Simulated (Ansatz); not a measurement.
Calculated with Ansatz (gas phase, PBE0-D4/def2-TZVP geometries, no zero-point term in ΔE). CCSD(T)/CBS is the MP2 limit (def2-TZVPP, def2-QZVPP) plus CCSD(T) − MP2 in def2-TZVPP, frozen cores. This one scheme is used for every species. DFT in def2-TZVPP. B3LYP here is the variant with VWN-RPA as its local correlation; programs differ in this. HSE06 is defined as in plane-wave codes. Each species was taken in one conformer, which may not be the lowest.

`FCC(F)CC(F)F` + H₂O → `OC(F)F` + `CC(F)CF`  (formal hydrolysis of a C–C bond)

| level | ΔE (kJ/mol) |
| --- | --- |
| revPBE-D4 | -10.2 |
| PBE0-D4 | -11.2 |
| B3LYP-D4 | -11.3 |
| CAM-B3LYP-D4 | -12.4 |
| r2SCAN | -15.0 |
| B3LYP | -17.2 |
| HSE06 | -14.8 |
| SCS-MP2/def2-TZVPP | -6.3 |

Q: What does CCSD(T)/CBS give? (An estimate is asked.)

A: Ansatz gave: +0.1 kJ/mol. The listed levels differ from it by -10.3, -11.3, -11.4, -12.5, -15.1, -17.3, -14.9, -6.4 kJ/mol.

Q: What do rigid-rotor, harmonic-oscillator terms from PBE0-D4/def2-TZVP frequencies (298.15 K, 1 bar) make of the CCSD(T)/CBS value? (Estimate.)

A: Ansatz gave: ΔZPE = +5.0 kJ/mol, ΔH = +1.1 kJ/mol, ΔS = 17 J/(mol·K), ΔG = -3.9 kJ/mol.

Largest T1 diagnostic among the species: 0.012.

The D4 term adds +5.9 kJ/mol with B3LYP and +3.5 kJ/mol with PBE0; it sums over pairs of atoms, weighted by their polarisabilities, and B3LYP, whose exchange is more repulsive, gets the larger term. In def2-TZVPP, CCSD(T) changes the Hartree–Fock value by +16.3 kJ/mol (the triples alone add +0.9 kJ/mol) and MP2 by +18.6 kJ/mol.
